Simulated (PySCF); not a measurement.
GeH7NOSi, SMILES [SiH2]([O][GeH3])N. Atoms are numbered in the order given.

```xyz
11

Si    -1.3541    -0.2206    -0.9795
N     -2.9895    -0.4489    -0.5098
O     -0.3140    -0.0264     0.3042
Ge     1.4291     0.2188     0.5262
H     -1.3017     1.0075    -1.8285
H     -0.9384    -1.4295    -1.7529
H     -3.2688    -1.3194    -0.0710
H     -3.5143     0.3291    -0.1257
H      1.8416     1.5383    -0.1548
H      2.1873    -0.9679    -0.1003
H      1.6590     0.2836     2.0428
```

The structure is a stationary point at PBE0-D3(BJ)/def2-SVP. The structure was generated by enumeration, and PubChem lists no compound with its InChIKey, so it may never have been made. One conformer was computed; it need not be the lowest.

Two levels are set side by side: PBE/pcSseg-1 (PySCF) and HF/pcSseg-1 (PySCF). GIAO shifts against GeH4 (⁷³Ge), H2O (¹⁷O), NH3 (¹⁵N), TMS (²⁹Si), TMS (¹H) at the same level; non-relativistic, no solvent, atoms listed together averaged. Differences are taken from unrounded values.

```csv
quantity,HF,PBE,PBE minus HF
δ(²⁹Si) of Si1 (ppm),-38.9,-34.9,4.0
δ(¹⁵N) of N2 (ppm),25.3,44.2,18.9
δ(¹⁷O) of O3 (ppm),7.4,52.5,45.0
δ(⁷³Ge) of Ge4 (ppm),173.8,247.9,74.2
"δ(¹H) of H5, H6 (ppm)",4.41,5.22,0.81
"δ(¹H) of H7, H8 (ppm)",1.41,1.48,0.07
"δ(¹H) of H9, H10, H11 (ppm)",4.92,5.59,0.66
```

Rough cost on one machine, each run with all the roots and properties that it gave: HF against PBE within a factor of 2.
